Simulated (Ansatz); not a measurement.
Reaction (redistribution): `[OH][SbH][NH][SiH3]` + `CC[AsH]C` → `C[CH2][SbH][OH]` + `C[AsH]N[SiH3]`

Isolated molecules relaxed with PBE0-D4/def2-TZVP in Ansatz; ΔE leaves out vibrations. CCSD(T)/CBS is the MP2 limit (def2-TZVPP, def2-QZVPP) plus CCSD(T) − MP2 in def2-TZVPP, frozen cores. Functionals use def2-TZVPP. B3LYP here is the variant with VWN-RPA as its local correlation; programs differ in this. Elements past krypton have def2 core potentials. For As, Sb outer-core shells are correlated without core-valence functions, which leaves a few kJ/mol of doubt a bond. Scalar relativity is left out up to krypton. One conformer a species, not always the lowest.

`[OH][SbH][NH][SiH3]`:

```xyz
10

O    -0.674    0.357   -2.225
Sb    1.009   -0.443   -1.578
N     0.955    0.158    0.344
Si   -0.358   -0.005    1.455
H    -0.515    1.182   -2.692
H     0.163   -1.888   -1.235
H     1.651    0.859    0.557
H    -1.074   -1.258    1.109
H     0.172   -0.086    2.845
H    -1.329    1.124    1.420
```

`CC[AsH]C`:

Cartesian coordinates in Å:
```
C -0.906 1.221 -1.449
C -0.075 0.776 -0.259
As -0.659 -0.978 0.437
C 0.869 -1.315 1.631
H -0.603 2.213 -1.796
H -0.798 0.532 -2.290
H -1.969 1.269 -1.198
H 0.986 0.723 -0.513
H -0.178 1.482 0.570
H -0.105 -1.780 -0.740
H 0.765 -0.684 2.514
H 0.853 -2.358 1.950
H 1.820 -1.100 1.144
```

`C[CH2][SbH][OH]`:

```xyz
11

C     0.308    0.944    1.345
C     0.053    0.643   -0.122
Sb   -1.002   -1.209   -0.432
O    -0.253   -1.465   -2.244
H     0.918    0.167    1.813
H     0.836    1.893    1.469
H    -0.622    1.019    1.916
H     0.982    0.541   -0.687
H    -0.537    1.431   -0.595
H     0.228   -2.112    0.363
H    -0.911   -1.851   -2.826
```

`C[AsH]N[SiH3]`:

Z-matrix (Å, degrees):
```
C
As 1 1.962
H 1 1.092 2 108.8
H 1 1.090 2 108.3 3 118.3
H 1 1.089 2 111.5 3 -121.0
N 2 1.855 1 99.0 3 165.9
H 2 1.533 1 94.5 3 68.0
Si 6 1.721 2 124.5 1 -75.4
H 6 1.008 2 111.6 1 132.6
H 8 1.488 6 108.9 2 173.6
H 8 1.486 6 108.8 2 53.8
H 8 1.492 6 113.8 2 -65.6
```

(1) Is it downhill or uphill in electronic energy at CCSD(T)/CBS, and by how much? (Estimate.)

(2) What do these levels give: ωB97M-V, r2SCAN, B3LYP, SCS-MP2/def2-TZVPP, HF/def2-QZVPP, SCS-MP2/def2-QZVPP? (Estimate.)

Largest T1 diagnostic among the species: 0.014.

Answers

(1) The calculation gave: Uphill: ΔE = +29.3 kJ/mol.

(2) Ansatz gave: ωB97M-V 27.9, r2SCAN 29.8, B3LYP 28.6, SCS-MP2/def2-TZVPP 29.8, HF/def2-QZVPP 27.9, SCS-MP2/def2-QZVPP 30.1 kJ/mol.
